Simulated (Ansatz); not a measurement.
H2MgSe (SMILES [MgH][SeH]) moved off its minimum; all values from Ansatz (a first-principles code), cores frozen in correlated methods.
(charge 0, multiplicity 1)
```xyz
4

Mg    -0.94044    -0.79441    -1.27653
H     -1.79790    -1.52909    -2.44995
Se     0.35537     0.37954     0.49495
H      0.55523    -0.88593     1.18341
```

Forces at PBE/def2-TZVPP (eV/Å):

```tsv
atom	Fx	Fy	Fz
Mg1	0.589	0.510	0.812
H2	-0.412	-0.356	-0.566
Se3	-0.254	0.396	-0.530
H4	0.077	-0.549	0.283
```

Q: Give the forces (eV/Å), the total energy and the dipole at CCSD(T)/def2-TZVPPD.

A: 
```json
[
 {"atom": "Mg1", "Fx": "0.562", "Fy": "0.501", "Fz": "0.771"},
 {"atom": "H2", "Fx": "-0.391", "Fy": "-0.342", "Fz": "-0.537"},
 {"atom": "Se3", "Fx": "-0.228", "Fy": "0.202", "Fz": "-0.431"},
 {"atom": "H4", "Fx": "0.057", "Fy": "-0.361", "Fz": "0.197"}
]
```
Energy -2600.8841 hartree, dipole 1.43 D.
